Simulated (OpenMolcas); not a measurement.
**Au2+: moving or changing the point charges**

Au2+ among 8 point charges of -1.2 e arranged as a cube (Oh), 2.19 Å from the ion.
```
   1.2644    1.2644    1.2644  -1.20
   1.2644    1.2644   -1.2644  -1.20
   1.2644   -1.2644    1.2644  -1.20
   1.2644   -1.2644   -1.2644  -1.20
  -1.2644    1.2644    1.2644  -1.20
  -1.2644    1.2644   -1.2644  -1.20
  -1.2644   -1.2644    1.2644  -1.20
  -1.2644   -1.2644   -1.2644  -1.20
```

```yaml
Program: OpenMolcas
Method: "SS-CASPT2, IPEA 0.25 Eh, imaginary shift 0.1 Eh (closed shells correlated: 5s 5p)"
Basis: ANO-RCC-VDZP [7s6p4d2f]
Scalar_Hamiltonian: DKH2, point nucleus
Active_space: 9 electrons in 5 orbitals (5d)
State_averaging: 2S+1 = 2 even, 5 roots
Spin-orbit_coupling: state interaction with AMFI integrals over the reference wave functions
```

Runs around this geometry, states (labels of O, the rotations of Oh). Energies in cm-1 above the lowest state or level, χT in cm3 K/mol; under a threefold ground state the first gap can be a small split of the lowest multiplet, not the spin-orbit step; 10Dq is the gap between the two states; 10Dq is negative for this site.

| R (Å) | q (e) | Ground state | First state of that spin | 10Dq | First gap with spin-orbit (degeneracies) | χT at 300 K |
| --- | --- | --- | --- | --- | --- | --- |
| 2.19 | -0.96 | 2T2 | 2E 3680 | -3677 | 2120 (2, 4) | 0.620 |
| 1.98 | -1.2 | 2T2 | 2E 7270 | -7274 | 3700 (2, 4) | 0.516 |
| 2.19 | -1.2 | 2T2 | 2E 4650 | -4653 | 2600 (2, 4) | 0.576 |
| 2.36 | -1.2 | 2T2 | 2E 3280 | -3276 | 1920 (2, 4) | 0.645 |

Taking |10Dq| as R^-n, n = -ln(3276 / 7274) / ln(2.36 / 1.98) = 4.5 between the shortest and longest distance. The point-charge formula for a cubic d site gives n = 5.

Scaling the charges by -0.96 / -1.2 = 0.80 scales |10Dq| by 3677 / 4653 = 0.79; with fixed orbitals a first-order splitting would follow the charge.

Roots that are degenerate in the reference are averaged as groups; the widest CASPT2 spread within a group is 49 cm-1 (the 2-fold group of multiplicity 2 near 7270 cm-1 above the lowest state of its run, R = 1.98, q = -1.2). Shifts and gaps below about the spread of the groups concerned are not significant. An orbital triplet at a regular site is open to Jahn-Teller coupling, which can distort the site and quench the lowest spin-orbit gaps and is left out. Free-ion shares, where given, are those of the reference states; single-state CASPT2 does not remix them. The ground term spreads over less than 5000 cm-1, several times less than with real ligands, so orbital moments are less quenched and χT lies further from the spin-only value than at real sites (holds for R = 2.19, q = -0.96; R = 2.19, q = -1.2; R = 2.36, q = -1.2). This is an electrostatic model: the charges have no orbitals. No measured value stands beside these numbers.
